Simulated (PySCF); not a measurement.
## Correlation energy of As (arsenic, neutral)

[Ar] 3d10 4s2 4p3, high-spin 4S determinant. All numbers are calculated (PySCF 2.14, the non-relativistic Hamiltonian (point nucleus), in def2-SVP (5s4p3d, 32 functions)). Frozen: [Ar] 3d10; 5 electrons correlated.

MP2 pair energies summed by pair of shells (mhartree):

```json
{"pair": "4s-4p", "energy": "-36.18", "share (%)": "64.2"}
{"pair": "4p-4p", "energy": "-12.75", "share (%)": "22.6"}
{"pair": "4s-4s", "energy": "-7.43", "share (%)": "13.2"}
```

Total MP2 correlation energy: -56.36 mhartree.

Same-spin part -15.10 and opposite-spin part -41.26 mhartree; SCS-MP2 scales them by 1/3 and 6/5 to -54.54 mhartree.

```tsv
level	correlation energy (mhartree)
CCSD	-71.18
(T)	-0.96
CCSD(T)	-72.14
```

Diagnostics: T1 = 0.0027, D1 = 0.0068, largest double amplitude 0.061.

Cost of the coupled-cluster step: 0.11 s of wall time on 1 thread of Neoverse-V2 (shared host), for 5 correlated electrons.
